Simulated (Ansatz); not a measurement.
Stepwise reaction of `C[N](C)[Ti]1234([CH3])([CH3])[C@@H]5[C@H]1[C@H]2[C@@]3(C)[C@@H]54` with ammonia, as a gas-phase model of exchange steps in deposition or etching. ΔE in kJ/mol.

Gas-phase electronic energies from Ansatz, PBE0-D4/def2-TZVP geometries. CCSD(T)/CBS adds triple-zeta CCSD(T) − MP2 to the extrapolated MP2 energy (def2 sets, frozen cores). This one scheme is used for every species. DFT in def2-TZVPP. B3LYP here is the variant with VWN-RPA as its local correlation; programs differ in this. For Ti outer-core shells are correlated without core-valence functions, which leaves a few kJ/mol of doubt a bond. Scalar relativity is left out up to krypton. Each species was taken in one conformer, which may not be the lowest.

```tsv
step	reaction	PBE-D4	B3LYP-D4	ωB97M-V	CCSD(T)/CBS
1	`C[N](C)[Ti]1234([CH3])([CH3])[C@@H]5[C@H]1[C@H]2[C@@]3(C)[C@@H]54` + NH₃ → `C[N](C)[Ti]1234([CH3])([NH2])[C@@H]5[C@H]1[C@H]2[C@@]3(C)[C@@H]54` + CH₄	-113.9	-115.9	-109.5	-112.3
```

Q: Give the row of step 2, `C[N](C)[Ti]1234([CH3])([NH2])[C@@H]5[C@H]1[C@H]2[C@@]3(C)[C@@H]54` + NH₃ → `C[N](C)[Ti]1234([NH2])([NH2])[C@@H]5[C@H]1[C@H]2[C@@]3(C)[C@@H]54` + CH₄. (An estimate is asked.)

A: Computed: 
```tsv
step	reaction	PBE-D4	B3LYP-D4	ωB97M-V	CCSD(T)/CBS
2	`C[N](C)[Ti]1234([CH3])([NH2])[C@@H]5[C@H]1[C@H]2[C@@]3(C)[C@@H]54` + NH₃ → `C[N](C)[Ti]1234([NH2])([NH2])[C@@H]5[C@H]1[C@H]2[C@@]3(C)[C@@H]54` + CH₄	-104.8	-105.5	-97.4	-100.2
```

Q: By hand: ΔE of the 2 steps together at CCSD(T)/CBS.

A: (-112.3) + (-100.2) = -212.5 kJ/mol, or -106.2 kJ/mol a step.

In ΔE each step is higher than the one before. All are downhill at CCSD(T)/CBS. PBE-D4 differs from CCSD(T)/CBS by -4.6 to -1.6 kJ/mol a step. Isolated molecules leave out the surface, adducts and barriers. Largest T1 diagnostic: 0.021.
